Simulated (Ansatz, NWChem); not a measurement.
# Worked example: the enthalpy of formation of AlSiH5O2 (SMILES O[SiH2][O][AlH2])

AlSiH5O2: 9 atoms, total charge 0, spin state singlet. SMILES: `O[SiH2][O][AlH2]`. Geometry: relaxed at PBE0-D4/def2-TZVP. This is one conformer, not always the lowest.

```xyz
9

O    -0.7951    1.8294   -0.8982
Si    0.1730    1.1967    0.2669
O     0.2508   -0.4189    0.1977
Al    0.3257   -2.0805   -0.0606
H    -1.7408    1.7058   -0.8109
H     1.5061    1.7828    0.0050
H    -0.3373    1.5649    1.6142
H    -0.9595   -2.7957   -0.6368
H     1.6656   -2.8306    0.3054
```

Total energies at B3LYP/6-31G* (spherical functions) (NWChem 7.3.0); the atoms run unrestricted:

```tsv
species	state	energy (Eh)
AlSiH5O2	singlet	-685.494965
O	triplet	-75.059404
Si	triplet	-289.369795
Al	doublet	-242.366523
H	doublet	-0.500273
```

Harmonic wavenumbers at PBE0-D4/def2-TZVP, in cm⁻¹: 26, 56, 84, 230, 331, 546, 558, 620, 648, 776, 791, 851, 905, 955, 976, 1144, 1949, 1957, 2213, 2257, 3928.

Measured heats of formation of the gaseous atoms at 298.15 K, in kJ/mol: O 249.2, Si 450.0, Al 329.7, H 218.0. Spin-orbit lowering of the atoms at 298 K (mean of the ground term's levels less their thermal mean, from spectra), in kJ/mol: O 0.40, Si 0.44, Al 0.17. Take 1 Eh = 2625.50 kJ/mol, 1 cm⁻¹ = 0.0119627 kJ/mol, RT = 2.479 kJ/mol.

**Question.** What heat of formation follows?

**Answer.** 
1. Electronic atomisation energy: 2 × (-75.059404) + (-289.369795) + (-242.366523) + 5 × (-0.500273) − (-685.494965) = 1.138474 Eh = 2989.1 kJ/mol.
2. Zero-point energy: half the sum of the wavenumbers, 10900.5 cm⁻¹ = 130.4 kJ/mol.
3. Thermal vibrational enthalpy, Σ hcν̃/(exp(hcν̃/kT) − 1): 11.6 kJ/mol. Translation, rotation and pV of a non-linear molecule: 4 RT = 9.9 kJ/mol.
4. The 9 free atoms carry 5/2 RT each: 55.8 kJ/mol.
5. Spin-orbit coupling lowers the free atoms by 2 × 0.40 + 0.44 + 0.17 = 1.4 kJ/mol.
6. Atomisation enthalpy at 298 K: 2989.1 − 1.4 − 130.4 − 11.6 − 9.9 + 55.8 = 2891.6 kJ/mol.
7. Sum of the atoms' heats of formation: 2368.1 kJ/mol. Heat of formation: 2368.1 − 2891.6 = -523.5 kJ/mol.

No measured value is set beside it here. Anharmonicity and any spin-orbit splitting of the molecule are left out.
